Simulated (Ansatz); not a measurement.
Two members of one family ((NaCl)n off), computed with Ansatz in the gas phase. The two geometries come from different levels. HOMO and LUMO are taken over both spins. The structures are stationary points that may keep the symmetry of their start.

First: Na2Cl (doublet, charge 0, PBE0-D4/def2-TZVP geometry).

```xyz
3

Na    1.248    0.929    0.791
Na   -0.119   -1.022   -1.410
Cl   -1.129    0.092    0.619
```

```
              level  HOMO (eV)  LUMO (eV)  gap (eV)
    PBE-D4/def2-SVP      -2.92      -2.14      0.79
   PBE-D4/def2-TZVP      -2.97      -2.11      0.85
r2SCAN-D4/def2-TZVP      -2.96      -2.00      0.96
   PBE0-D4/def2-SVP      -3.39      -1.52      1.87
  PBE0-D4/def2-TZVP      -3.44      -1.50      1.94
```

Second: Na2Cl3 (doublet, charge 0, PBE-D4/def2-SVP geometry).

```
atom   x (Å)   y (Å)   z (Å)
 Na1   0.647   0.944  -1.108
 Na2  -0.773  -0.379   1.341
 Cl3   1.483  -1.325   0.138
 Cl4  -0.487   2.079   0.842
 Cl5  -0.871  -1.319  -1.214
```

Problem. Estimate the same table for the second.

Solution. 
| level | HOMO (eV) | LUMO (eV) | gap (eV) |
| --- | --- | --- | --- |
| PBE-D4/def2-SVP | -5.77 | -5.35 | 0.42 |
| PBE-D4/def2-TZVP | -6.03 | -5.62 | 0.41 |
| r2SCAN-D4/def2-TZVP | -6.33 | -5.53 | 0.80 |
| PBE0-D4/def2-SVP | -7.10 | -4.53 | 2.58 |
| PBE0-D4/def2-TZVP | -7.37 | -4.74 | 2.63 |
